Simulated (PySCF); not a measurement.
PySCF input for AlFH4O3Si, SMILES [OH][Al]([OH])[O][SiH2]F, PBE0/pcSseg-1. Geometry: TPSSh-D3(BJ)/def2-SVP. The structure was generated by enumeration; whether it is a known compound was not checked. One conformer was computed; it need not be the lowest.

```python
import numpy as np
from pyscf import gto, scf, dft
from pyscf.prop.nmr import rks as nmr

mol = gto.M(
    atom='''
    Si    1.94785510   -0.02600730   -0.27983984
    F     2.44881344    0.30410680    1.23325344
    O     0.33281588    0.20652680   -0.36637452
    Al   -1.33428676   -0.04882422   -0.14028015
    O    -1.89457647   -1.64703562   -0.02947469
    O    -2.42752321    1.24897843   -0.05400706
    H     2.30672263   -1.43554333   -0.56047244
    H     2.63824277    0.91824950   -1.18792966
    H    -2.82564863   -1.86465247    0.09425022
    H    -2.16861099    2.17604513   -0.10487915
    ''',
    basis='pcSseg-1',
    charge=0,
    spin=0,
    max_memory=1600,
    verbose=3,
)
mf = dft.RKS(mol, xc='pbe0')
mf.grids.level = 3
mf.conv_tol = 1e-10
mf.max_cycle = 100
mf.kernel()
n = nmr.NMR(mf)
n.verbose = 2
n.max_cycle_cphf = 60
sigma = n.kernel()
print('atom   isotropic/ppm   span/ppm')
for i, s in enumerate(sigma):
    w = np.linalg.eigvalsh((s + s.T) / 2)
    print(f'{mol.atom_symbol(i):2s}{i + 1:3d} {w.mean():14.3f} {w[2] - w[0]:11.3f}')
```

Output:

```
converged SCF energy = -859.501055944751
atom   isotropic/ppm   span/ppm
Si  1        380.811      26.486
F   2        331.830     166.312
O   3        275.859      98.106
Al  4        481.396     123.778
O   5        330.001      50.235
O   6        324.864      60.537
H   7         26.253       8.761
H   8         26.410       9.095
H   9         29.790      22.706
H  10         29.735      22.285
```

The run converged.

Cost: about 25 core-seconds (a rough figure).
